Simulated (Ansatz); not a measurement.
```yaml
crystal:
  periodic: [false, false, false]
  atoms:
    - {symbol: O, position_ang: [-0.778193, 0.950511, 1.793152]}
    - {symbol: C, position_ang: [1.285221, -0.168406, 1.003476]}
    - {symbol: N, position_ang: [0.985221, -0.168406, 0.703476]}
    - {symbol: Si, position_ang: [0.003338, -0.730585, -0.631916]}
    - {symbol: O, position_ang: [0.147142, -0.135483, -2.139065]}
    - {symbol: H, position_ang: [-0.066098, 1.176209, 2.416189]}
    - {symbol: H, position_ang: [-0.363861, -2.142655, -0.798523]}
    - {symbol: H, position_ang: [0.408149, 0.782492, -2.238742]}
basis:
  gaussian: {orbitals: def2-TZVPP, fitting: {mean_field: cc-pVTZ-jkfit}}
magnetization: {spin_polarized: true, initial_magnetization: 0}
hamiltonian: {xc: {name: wB97X-V}}
output: {forces: true}
```

```sh
$ ansatz run in.yaml --threads 2 --pin off --events-out ev --progress --plain --max-ram 4352MiB
```

It prints (some lines left out):

```
Functional definition: wB97X-V
527 factors; integrals over basis functions are off by at most 9.9e-1 eV
527 factors; integrals over basis functions are off by at most 8.7e-7 eV
mean field evaluation 1: about -14274.8413 eV, gradient 1.2e2 eV
mean field evaluation 2: about -14112.0724 eV, gradient 1.7e2 eV
mean field evaluation 4: about -14319.2895 eV, gradient 1.3e1 eV
mean field evaluation 8: about -14321.0673 eV, gradient 1.2e0 eV
mean field evaluation 16: about -14321.0924 eV, gradient 1.5e-2 eV
mean field evaluation 32: about -14321.1699 eV, gradient 6.0e-2 eV
mean field -14321.16996369 eV, -526.2932889281 hartree, gradient 2.5e-5 eV, S^2 0.487850; 6 other end points of the search recorded, 0 dependent functions left out
reference -14321.16996213 eV, -526.2932888704 hartree; 23, 23 occupied and 185, 185 virtual orbitals, 527 factors
Total energy: -14321.16996213 eV, -526.2932888704 hartree
Atom 0 at    -0.778193     0.950511     1.793152 Å, force     1.207343    -0.734370    -0.825846 eV/Å
Atom 1 at     1.285221    -0.168406     1.003476 Å, force   859.193627     4.138778   862.129029 eV/Å
Atom 2 at     0.985221    -0.168406     0.703476 Å, force  -852.067227    -1.645860  -853.076509 eV/Å
Atom 3 at     0.003338    -0.730585    -0.631916 Å, force    -8.989305    -0.736677    -7.224786 eV/Å
Atom 4 at     0.147142    -0.135483    -2.139065 Å, force     0.744504    -0.212990    -0.821596 eV/Å
Atom 5 at    -0.066098     1.176209     2.416189 Å, force    -0.414437     0.043533    -0.002817 eV/Å
Atom 6 at    -0.363861    -2.142655    -0.798523 Å, force     0.542072    -0.921023    -0.119206 eV/Å
Atom 7 at     0.408149     0.782492    -2.238742 Å, force    -0.216577     0.068609    -0.058270 eV/Å
Dipole moment:     1.151627    -0.519438    -0.917173 e Å
```

**Question.** What is wrong with this run?

**Answer.** One atom was put on top of another. Self-consistency was reached. The result belongs to that input, not to the molecule as meant.
